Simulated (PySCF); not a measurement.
titanium atom (Ti), triplet; B3LYP/def2-SVP in PySCF.

Input for PySCF:
```python
from pyscf import gto, scf, dft

mol = gto.Mole()
mol.atom = '''
    Ti    0.00000000    0.00000000    0.00000000
'''
mol.basis = 'def2-svp'
mol.spin = 2
mol.verbose = 5
mol.build()

mf = dft.UKS(mol)
mf.xc = 'b3lyp'
mf.kernel()
mf.analyze()
```

Output, abridged:

```
PySCF version 2.14.0

[INPUT] verbose = 5
[INPUT] max_memory = 4000
[INPUT] num. atoms = 1
[INPUT] num. electrons = 22
[INPUT] charge = 0
[INPUT] spin (= nelec alpha-beta = 2S) = 2
[INPUT] symmetry False subgroup None
[INPUT] Mole.unit = angstrom
[INPUT] Symbol           X                Y                Z      unit          X                Y                Z       unit  Magmom
[...]
[INPUT] ---------------- BASIS SET ----------------
[INPUT] l, kappa, [nprim/nctr], expnt,             c_1 c_2 ...
[INPUT] Ti
[...]
                                6450.9759169      0.029969820489
                                1467.7210915      0.14836352707
                                414.20997355      0.51347285324
                                134.4871584       1.0335365483
                                46.122209796      0.7785423393
[...]
                                10.22334606       1.6772785333
                                4.1353774271      1.2411928456
[...]
                                1.1106730691      0.025495493019
                                0.47565975578     0.016061172892
[...]
                                122.68649489      0.14460677619
                                38.572903611      0.54669004165
                                13.672169319      1.053164754
                                5.0118529359      0.69111213363
[...]
                                0.9325227005      1.3036241399
                                0.3542905839      0.536386533
[...]
                                6.3332593832      0.13796453963
                                2.0766489946      0.35312644228
                                0.69027361954     0.48647124166
[...]
nuclear repulsion = 0
number of shells = 11
number of NR pGTOs = 73
number of NR cGTOs = 31
basis = def2-svp
ecp = {}

******** <class 'pyscf.dft.uks.UKS'> ********
method = UKS
initial guess = minao
damping factor = 0
level_shift factor = 0
DIIS = <class 'pyscf.scf.diis.CDIIS'>
diis_start_cycle = 1
diis_space = 8
diis_damp = 0
SCF conv_tol = 1e-09
SCF conv_tol_grad = None
SCF max_cycles = 50
direct_scf = True
direct_scf_tol = 1e-13
number electrons alpha = 12  beta = 10
XC library pyscf.dft.libxc version 7.1.2
    S. Lehtola, C. Steigemann, M. J. T. Oliveira, and M. A. L. Marques,  SoftwareX 7, 1–5 (2018)
XC functionals = b3lyp
    P. J. Stephens, F. J. Devlin, C. F. Chabalowski, and M. J. Frisch,  J. Phys. Chem. 98, 11623 (1994)
radial grids:
    Treutler-Ahlrichs [JCP 102, 346 (1995); DOI:10.1063/1.469408] (M4) radial grids

becke partition: Becke, JCP 88, 2547 (1988); DOI:10.1063/1.454033
pruning grids: <function nwchem_prune>
grids dens level: 3
symmetrized grids: False
atomic radii adjust function: <function treutler_atomic_radii_adjust>
small_rho_cutoff = 0
Set gradient conv threshold to 3.16228e-05
atom Ti rad-grids = 90, ang-grids = [ 50  50  50  50  50  50  50  50  50  50  50  50  50  50  50  50  50  50
  50  50  50  50  50  50  50  50  50  50  86  86  86  86  86  86  86  86
  86  86  86  86  86  86  86 350 350 350 350 350 350 350 350 350 350 350
 434 434 434 434 434 434 434 434 434 434 434 434 434 434 434 434 434 434
 434 434 434 350 350 350 350 350 350 350 350 350 350 350 350 350 350 350]
tot_boxes 729, boxes in each direction [7 7 7]
Padding 0 grids
tot grids = 20904
nelec by numeric integration = [10.99408592 10.99408592]
E1 = -1161.5644944395049  E2 = 312.52245631897006  Ecoul = 354.31559501650156  Exc = -41.79313869753151
init E= -849.042038120535
cond(S) = 16.812831017442132

  alpha mo_energy =
[-1.78949927e+02 -1.99687568e+01 -1.66876310e+01 -1.66876310e+01
 -1.66876310e+01 -2.43216644e+00 -1.54043381e+00 -1.54043381e+00
 -1.54043381e+00 -1.85925217e-01 -1.44313633e-01 -1.44313633e-01
 -1.44313633e-01 -1.44313633e-01 -1.44313633e-01 -4.15446270e-03
 -4.15446270e-03 -4.15446270e-03  3.40901034e-02  5.18310663e-01
  5.18310663e-01  5.18310663e-01  5.18310663e-01  5.18310663e-01
[...]
converged SCF energy = -849.255169043014  <S^2> = 2.0019548  2S+1 = 3.0013029
Total Energy =                        -849.255169043014121
[...]
0 Ti 3py        -0.00000   0.00000  -0.00000  -0.00227  -0.00032
0 Ti 3pz        -0.00000   0.00000  -0.00000   0.00219  -0.00187
0 Ti 4px        -0.00000  -0.00000   0.00000   0.00056   0.00128
0 Ti 4py         0.00000   0.00000   0.00000  -0.00104  -0.00015
0 Ti 4pz         0.00000  -0.00000  -0.00000   0.00101  -0.00086
0 Ti 3dxy       -0.00000  -0.00000   0.00000  -0.00000  -0.00000
0 Ti 3dyz        0.00000  -0.00000  -0.00000  -0.00000  -0.00000
0 Ti 3dz^2      -0.00000  -0.00000   0.00000  -0.00000   0.00000
0 Ti 3dxz        0.00000  -0.00000   0.00000   0.00000   0.00000
0 Ti 3dx2-y2    -0.00000  -0.00000  -0.00000  -0.00000  -0.00000
0 Ti 4dxy       -0.00000  -0.00000   0.00000  -0.00000  -0.00000
0 Ti 4dyz        0.00000  -0.00000  -0.00000  -0.00000  -0.00000
0 Ti 4dz^2       0.00000  -0.00000   0.00000  -0.00000   0.00000
0 Ti 4dxz        0.00000  -0.00000   0.00000   0.00000   0.00000
0 Ti 4dx2-y2    -0.00000  -0.00000  -0.00000  -0.00000  -0.00000
0 Ti 4f-3        0.45094  -0.06822  -0.40866   0.52816   0.07491
0 Ti 4f-2       -0.00399  -0.00439   0.00416   0.00000   0.00004
0 Ti 4f-1       -0.58657   0.08301   0.52347   0.40595   0.06281
0 Ti 4f+0       -0.00249  -0.00415   0.00487   0.65607  -0.54818
0 Ti 4f+1       -0.14804   0.72410  -0.28060  -0.21380  -0.51073
0 Ti 4f+2        0.64711   0.38336   0.65897   0.00126  -0.00377
0 Ti 4f+3       -0.10912   0.56315  -0.21438   0.28302   0.65503
               #31
0 Ti 1s         -0.00000
0 Ti 2s         -0.00000
0 Ti 3s         -0.00000
0 Ti 4s          0.00000
0 Ti 5s          0.00000
0 Ti 2px        -0.00001
0 Ti 2py        -0.00001
0 Ti 2pz        -0.00001
0 Ti 3px        -0.00147
0 Ti 3py        -0.00248
0 Ti 3pz        -0.00176
0 Ti 4px        -0.00067
0 Ti 4py        -0.00114
0 Ti 4pz        -0.00081
0 Ti 3dxy       -0.00000
0 Ti 3dyz       -0.00000
0 Ti 3dz^2       0.00000
0 Ti 3dxz       -0.00000
0 Ti 3dx2-y2     0.00000
0 Ti 4dxy       -0.00000
0 Ti 4dyz       -0.00000
0 Ti 4dz^2       0.00000
0 Ti 4dxz       -0.00000
0 Ti 4dx2-y2     0.00000
0 Ti 4f-3        0.58345
0 Ti 4f-2       -0.00003
0 Ti 4f-1        0.45417
0 Ti 4f+0       -0.51866
0 Ti 4f+1        0.26163
0 Ti 4f+2        0.00558
0 Ti 4f+3       -0.34030

To work with the spin densities directly, `use mulliken_meta_spin()` only printing them here.

 ** Mulliken spin pop alpha/beta on meta-lowdin orthogonal AOs **
 ** Mulliken Spin Density (per AO)  **
spin_pop of  0 Ti 1s        0.00000
spin_pop of  0 Ti 2s        0.00000
spin_pop of  0 Ti 3s        0.00001
spin_pop of  0 Ti 4s       -0.00069
spin_pop of  0 Ti 5s        0.00068
spin_pop of  0 Ti 2px      -0.00000
spin_pop of  0 Ti 2py      -0.00000
spin_pop of  0 Ti 2pz      -0.00000
spin_pop of  0 Ti 3px      -0.00004
spin_pop of  0 Ti 3py      -0.00004
spin_pop of  0 Ti 3pz      -0.00004
spin_pop of  0 Ti 4px      -0.00001
spin_pop of  0 Ti 4py      -0.00001
spin_pop of  0 Ti 4pz      -0.00001
spin_pop of  0 Ti 3dxy      0.00000
spin_pop of  0 Ti 3dyz      0.00002
spin_pop of  0 Ti 3dz^2     0.99805
spin_pop of  0 Ti 3dxz      0.00003
spin_pop of  0 Ti 3dx2-y2    0.99808
spin_pop of  0 Ti 4dxy      0.00000
spin_pop of  0 Ti 4dyz      0.00000
spin_pop of  0 Ti 4dz^2     0.00191
spin_pop of  0 Ti 4dxz      0.00000
spin_pop of  0 Ti 4dx2-y2    0.00191
spin_pop of  0 Ti 4f-3      0.00003
spin_pop of  0 Ti 4f-2      0.00000
spin_pop of  0 Ti 4f-1      0.00002
spin_pop of  0 Ti 4f+0      0.00005
spin_pop of  0 Ti 4f+1      0.00002
spin_pop of  0 Ti 4f+2      0.00000
spin_pop of  0 Ti 4f+3      0.00003
 ** Mulliken Spin Density (per atom)  **
spin density of  0 Ti =      2.00000
 ** Mulliken pop alpha/beta on meta-lowdin orthogonal AOs **
 ** Mulliken pop       alpha | beta **
[...]
In total            12.00000 | 10.00000
 ** Mulliken atomic charges   ( Nelec_alpha | Nelec_beta ) **
charge of  0Ti =      0.00000  (    12.00000     10.00000 )
Dipole moment(X, Y, Z, Debye): -0.00000,  0.00000, -0.00000
```
